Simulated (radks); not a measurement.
Neutral silver: order these configurations by energy. All-electron calculation, Dirac Kohn-Sham, BLYP, spin-unpolarised, spherical densities, finite nucleus; Fermi nuclear charge, rms radius of each element as measured or else 0.836 A^(1/3) + 0.57 fm. Program: a radial shooting solver on a logarithmic mesh with Libxc functionals. Sub-shells are occupied by j as written (lower j first in brackets). [Kr] 4d(3/2: 4, 5/2: 5) 5s1 5p(1/2: 1, 3/2: 0); [Kr] 4d(3/2: 4, 5/2: 5) 5s2; [Kr] 4d10 5p(1/2: 1, 3/2: 0); [Kr] 4d10 5s1.

Answer. From the lowest, in eV above it: [Kr] 4d10 5s1 0.000; [Kr] 4d(3/2: 4, 5/2: 5) 5s2 3.687; [Kr] 4d10 5p(1/2: 1, 3/2: 0) 3.797; [Kr] 4d(3/2: 4, 5/2: 5) 5s1 5p(1/2: 1, 3/2: 0) 8.042.
